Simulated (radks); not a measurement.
Values are calculated unless marked as measured or tabulated.
Species: Tb8+. Configuration: [Kr] 4d10 4f7 5s2 5p2. Code: a radial shooting solver on a logarithmic mesh with Libxc functionals. Model: scalar-relativistic Kohn-Sham, LDA (Slater exchange, VWN5 correlation), spin-polarised, spherical densities, finite nucleus; open shells are filled with parallel spins first (spin-orbit coupling, left out, can overturn this in heavy ions); Fermi nuclear charge, rms radius 5.06 fm.

Unscreened Slater integrals over Kohn-Sham orbitals (eV). They are taken over the spin-up orbitals.

\begin{tabular}{lr}
integral & value \\ \hline
F0(4f,4f) & 33.920 \\
F2(4f,4f) & 16.516 \\
F4(4f,4f) & 10.441 \\
F6(4f,4f) & 7.5334 \\
F0(4f,5p) & 22.032 \\
F2(4f,5p) & 7.8395 \\
G2(4f,5p) & 3.6034 \\
G4(4f,5p) & 2.9522 \\
F0(4f,5s) & 23.793 \\
G3(4f,5s) & 4.1448 \\
F0(4f,4d) & 36.445 \\
F2(4f,4d) & 17.788 \\
F4(4f,4d) & 11.425 \\
G1(4f,4d) & 20.904 \\
G3(4f,4d) & 13.232 \\
G5(4f,4d) & 9.3843 \\
F0(5p,5p) & 18.457 \\
F2(5p,5p) & 10.087 \\
F0(5p,5s) & 19.311 \\
G1(5p,5s) & 13.164 \\
F0(5p,4d) & 22.714 \\
F2(5p,4d) & 7.0033 \\
G1(5p,4d) & 2.0296 \\
G3(5p,4d) & 2.0104 \\
F0(5s,5s) & 20.352 \\
F0(5s,4d) & 24.642 \\
G2(5s,4d) & 2.7807 \\
F0(4d,4d) & 39.760 \\
F2(4d,4d) & 20.223 \\
F4(4d,4d) & 13.543 \\
\end{tabular}

Derived for the open shells (J is the average intra-shell exchange parameter used in DFT+U). 4f: F4/F2 = 0.632, F6/F2 = 0.456, J = (286 F2 + 195 F4 + 250 F6)/6435 = 1.343 eV. 5p: J = F2/5 = 2.017 eV.
